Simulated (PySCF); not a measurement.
`C(CCC#C)[SiH]1CCC1`. Structure optimised with GFN2-xTB, isolated species.

```
atom  x, y, z in Å
C1     4.1748   -0.0439    1.4748
C2     3.6203   -0.1877    0.4242
C3     2.9247   -0.3418   -0.8371
C4     1.5533    0.3453   -0.8093
C5     0.6126   -0.2991    0.2029
Si6   -1.0572    0.5979    0.3087
C7    -2.4900   -0.2478    1.2488
C8    -3.4067   -0.1017    0.0197
C9    -2.3652    0.2774   -1.0515
H10    4.6714    0.0769    2.3907
H11    3.5401    0.0908   -1.6320
H12    2.7993   -1.4089   -1.0450
H13    1.6889    1.3993   -0.5597
H14    1.1120    0.2939   -1.8071
H15    1.0943   -0.2880    1.1818
H16    0.4682   -1.3484   -0.0617
H17   -0.8639    2.0182    0.6365
H18   -2.3107   -1.2912    1.4990
H19   -2.8749    0.2371    2.1414
H20   -3.9696   -1.0037   -0.2187
H21   -4.1174    0.7096    0.1675
H22   -2.6717    1.1053   -1.6854
H23   -2.1371   -0.5625   -1.7055
```

Q: Where is the centre of mass (commonest isotopes), and what is the radius of gyration?

A: Mass 138.086 u; centre at (0.162, 0.069, 0.116) Å; Rg = √(Σ m r²/M) = 2.763 Å. As Ia + Ib + Ic = 2 Σ m r², the three principal moments sum to 2108.4 u·Å².

Q: Work out the bond lengths C3–H12, C4–H14, C5–H16, C7–C8, C8–H20, C9–H23 in Å.

A: For C3–H12 the difference vector is (-0.1254, -1.0671, -0.2079) Å, of length 1.0944 Å. C3–H12 1.094; C4–H14 1.092; C5–H16 1.092; C7–C8 1.540; C8–H20 1.090; C9–H23 1.089 Å.

Q: What are the angles C3–C4–C5, H15–C5–H16, C9–Si6–H17, C7–C8–C9, C7–C8–H20, C7–C8–H21?

A: From the scalar product of the two bond vectors; for C3–C4–C5 it is -0.8754 Å² over 1.5342 × 1.5247 Å², cos θ = -0.3743. C3–C4–C5 112.0°; H15–C5–H16 106.6°; C9–Si6–H17 114.2°; C7–C8–C9 100.1°; C7–C8–H20 113.8°; C7–C8–H21 110.5°.

Q: How far apart are these pairs, which share no bond: C1···H20, C1···H23, C2···H10, C5···H13, C8···H14, H11···H16, H13···H22?

A: C1···H20 8.374 Å (8 bonds apart); C1···H23 7.087 Å (7 bonds apart); C2···H10 2.245 Å (2 bonds apart); C5···H13 2.150 Å (2 bonds apart); C8···H14 4.890 Å (5 bonds apart); H11···H16 3.738 Å (4 bonds apart); H13···H22 4.513 Å (5 bonds apart).

Q: Write the matrix of distances between heavy atoms (Å, lower triangle).

A: 
```
C1    0.000
C2    1.197  0.000
C3    2.645  1.449  0.000
C4    3.499  2.465  1.534  0.000
C5    3.791  3.018  2.536  1.525  0.000
Si6   5.399  4.744  4.249  2.851  1.898  0.000
C7    6.672  6.166  5.803  4.576  3.275  1.911  0.000
C8    7.720  7.039  6.394  5.049  4.028  2.468  1.540  0.000
C9    7.018  6.182  5.330  3.927  3.282  1.914  2.363  1.541  0.000
```

Whether it is a minimum is left open (no frequencies). The numbers are those of one conformer.

All values are computed, not measured.
